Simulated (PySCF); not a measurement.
# Dipole response of Mo (molybdenum, neutral)

[Kr] 4d5 5s1, high-spin 7S determinant. Computed with PySCF 2.14 in aug-cc-pwCVQZ-PP with ECP28MDF (9s9p8d5f4g3h, 180 functions), with a scalar-relativistic core potential. Coupled (time-dependent) response in atomic units; α is the mean over directions.

| method | mean α (bohr³) | C₆ (like pair) | S(−4) |
| --- | --- | --- | --- |
| PBE0 | 78.15 | 824.6 | 3477 |

S(−4) is the Cauchy moment in α(ω) = α(0) + S(−4) ω² + …

Reference α: 87 ± 6 bohr³ (recommended; Schwerdtfeger and Nagle, table of static dipole polarizabilities (2023 update)). Published C₆: 1030 (Gould and Bucko (2016)).

α(iu) at PBE0:

```tsv
u (hartree)	α(iu) (bohr³)
0	78.15
0.0500	70.50
0.100	55.55
0.200	33.24
0.300	22.29
0.500	12.85
0.750	8.072
1.00	5.691
1.50	3.339
2.00	2.203
3.00	1.158
5.00	0.4729
```

Energies and moments cover only the electrons outside the core potential.
